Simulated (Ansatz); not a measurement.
`[F][GeH]([Cl])[I]` + H₂ → `[F][GeH2][I]` + HCl at 400 K and 1 bar (hydrogenolysis of a Ge–Cl bond).

Calculated with Ansatz (gas phase, PBE0-D4/def2-TZVP geometries, no zero-point term in ΔE). CCSD(T)/CBS adds triple-zeta CCSD(T) − MP2 to the extrapolated MP2 energy (def2 sets, frozen cores). This one scheme is used for every species. def2 core potentials past Kr. For Ge, I outer-core shells are correlated without core-valence functions, which leaves a few kJ/mol of doubt a bond. Scalar relativity is left out up to krypton.

| species | CCSD(T)/CBS energy (Eh) | H − E (kJ/mol) | S (J/(mol·K)) |
| --- | --- | --- | --- |
| `[F][GeH]([Cl])[I]` | -2933.83800 | 59.2 | 372.2 |
| H₂ | -1.17544 | 38.0 | 139.0 |
| `[F][GeH2][I]` | -2474.61172 | 71.2 | 335.8 |
| HCl | -460.38127 | 29.6 | 195.4 |

H − E and S are ideal-gas, rigid-rotor, harmonic terms from PBE0-D4/def2-TZVP, for one conformer and one mirror image of each species. The MP2-based limit puts H₂ 0.8 mEh under its directly extrapolated value; such offsets cancel only in part. 1 Eh = 2625.50 kJ/mol, R = 8.31446 J/(mol·K).

Q: By hand: ΔE, ΔH, ΔS and ΔG.

A: ΔE = (-2474.61172) + (-460.38127) − (-2933.83800) − (-1.17544) = 0.02045 Eh = 53.7 kJ/mol. Δ(H − E) = 71.2 + 29.6 − 59.2 − 38.0 = 3.6, so ΔH = 57.3 kJ/mol. ΔS = 335.8 + 195.4 − 372.2 − 139.0 = 20.0 J/(mol·K). ΔG = 57.3 − 400 × (20.0)/1000 = 49.3 kJ/mol.

Q: By hand: the equilibrium constant, and the temperature at which ΔG would vanish if ΔH and ΔS stayed fixed.

A: log₁₀ K = −ΔG/(RT ln 10) = -6.4. ΔG = 0 at ΔH/ΔS = 2865 K, far beyond where these terms or the molecules hold.

ΔH outweighs TΔS. A doubt of 5 kJ/mol in ΔE shifts log₁₀ K by 0.7 here. Other conformers and mirror images would add mixing entropy, several J/(mol·K) or more a flexible species. These are equilibria of isolated gas molecules and say nothing of rates. Largest T1 diagnostic: 0.010 (customary marks: 0.02 for closed shells, 0.045 for open ones).
